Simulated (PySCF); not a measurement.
A PySCF script (with the pyscf-properties extension) for the NMR shieldings of SMILES [SiH2](CC#C)C1=CC=CC=N1, C8H9NSi, on a GFN2-xTB geometry:

```python
import basis_set_exchange as bse
import numpy as np
from pyscf import gto, dft
from pyscf.prop import nmr

atoms = """
C     4.727812    0.360723    0.010519
C     3.561255    0.386037    0.279178
C     2.154349    0.409586    0.583673
Si    1.102621   -0.306745   -0.833874
C    -0.707657   -0.207411   -0.286395
C    -1.758788   -0.650032   -1.083889
C    -3.057735   -0.547081   -0.618175
C    -3.270766   -0.000403    0.637850
C    -2.163724    0.414660    1.362711
N    -0.925020    0.314960    0.918668
H     5.753251    0.345983   -0.208676
H     1.975432   -0.160614    1.497809
H     1.848968    1.438749    0.784346
H     1.450154   -1.709966   -1.097624
H     1.276787    0.467442   -2.070460
H    -1.547916   -1.068530   -2.056263
H    -3.890171   -0.886156   -1.219368
H    -4.266086    0.101180    1.042931
H    -2.272570    0.848775    2.349577
"""
names = dict.fromkeys(["C", "Si", "N", "H"], "pcSseg-1")
basis = {el: gto.basis.parse(bse.get_basis(n, elements=[el], fmt="nwchem")) for el, n in names.items()}
mol = gto.M(atom=atoms, basis=basis, charge=0, verbose=0)
mf = dft.RKS(mol, xc="PBE0")
mf.grids.level = 2
mf.grids.alignment = dft.numint.BLKSIZE   # the property module wants whole blocks of grid points
mf.conv_tol = 1e-9
mf.kernel()

calc = nmr.RKS(mf)   # GIAO
C = mf.mo_coeff
Co = C[:, mf.mo_occ > 0]
resp = mf.gen_response(singlet=True, hermi=2)
def vind(x):   # induced exchange potential for any number of trial vectors
    d = np.einsum("pi,xij,qj->xpq", C, 2 * x.reshape(-1, C.shape[1], Co.shape[1]), Co, optimize=True)
    return np.einsum("xpq,pi,qj->xij", resp(d - d.transpose(0, 2, 1)), C, Co, optimize=True).ravel()
mo1, _ = nmr.rhf.solve_mo1(calc, with_cphf=vind)
sigma = calc.kernel(mo1)
for i, s in enumerate(sigma):   # ppm
    w = np.linalg.eigvalsh((s + s.T) / 2)
    print("%2d %-2s iso %8.1f  s11 %8.1f  s22 %8.1f  s33 %8.1f" % (i, mol.atom_pure_symbol(i), w.mean(), *w))
```

**Question.** What are the results?

**Answer.** 
```
 0 C  iso    114.1  s11     39.8  s22     43.2  s33    259.3
 1 C  iso    101.5  s11      1.5  s22      6.8  s33    296.1
 2 C  iso    186.1  s11    175.0  s22    176.9  s33    206.5
 3 Si iso    393.4  s11    354.9  s22    374.2  s33    451.0
 4 C  iso     19.8  s11    -83.7  s22    -13.0  s33    156.0
 5 C  iso     50.7  s11    -72.2  s22     49.5  s33    174.9
 6 C  iso     47.3  s11    -69.2  s22     28.2  s33    182.8
 7 C  iso     58.5  s11    -55.7  s22     52.7  s33    178.5
 8 C  iso     31.4  s11    -81.7  s22     28.5  s33    147.4
 9 N  iso   -108.8  s11   -440.9  s22   -191.9  s33    306.4
10 H  iso     30.4  s11     24.9  s22     25.3  s33     41.2
11 H  iso     29.3  s11     23.2  s22     29.1  s33     35.6
12 H  iso     29.3  s11     23.2  s22     29.1  s33     35.6
13 H  iso     26.8  s11     23.0  s22     26.5  s33     31.0
14 H  iso     26.8  s11     23.0  s22     26.5  s33     31.0
15 H  iso     24.0  s11     20.7  s22     21.9  s33     29.4
16 H  iso     23.8  s11     20.5  s22     23.9  s33     27.0
17 H  iso     24.4  s11     21.6  s22     23.9  s33     27.5
18 H  iso     22.7  s11     18.5  s22     22.5  s33     27.1
```

These numbers come from an equivalent density-fitted implementation of the same equations, which agrees with the script to about 0.01 ppm for H and up to a few tenths of a ppm for heavy atoms, so last digits may differ.

**Question.** Turn these shieldings into chemical shifts. Shifts are taken against calculated references (same method and geometry level): 13C (σref 186.93) and 29Si (σref 349.16) and 1H (σref 31.72) vs TMS; 15N (σref 267.73) vs NH3.

**Answer.** Averaging equivalent atoms: C 4: 167.1; C 8: 155.5; C 6: 139.6; C 5: 136.2; C 7: 128.4; C 1: 85.5; C 0: 72.8; C 2: 0.8; Si 3: -44.2; N 9: 376.5; H 18: 9.01; H 16: 7.88; H 15: 7.72; H 17: 7.37; H 13/14: 4.91; H 11/12: 2.43; H 10: 1.28 ppm. Experimental scales use liquid or dissolved standards, which lie at an offset from isolated NH3 (liquid NH3: subtract about 20 ppm). Unscaled 15N shifts of sp2 nitrogen come out 20 to 40 ppm too high even then.

Size and cost of the density-fitted run: 222 basis functions, 100 s wall time on 1 thread of an Arm Neoverse N1, shared host; peak memory 1.1 GiB.
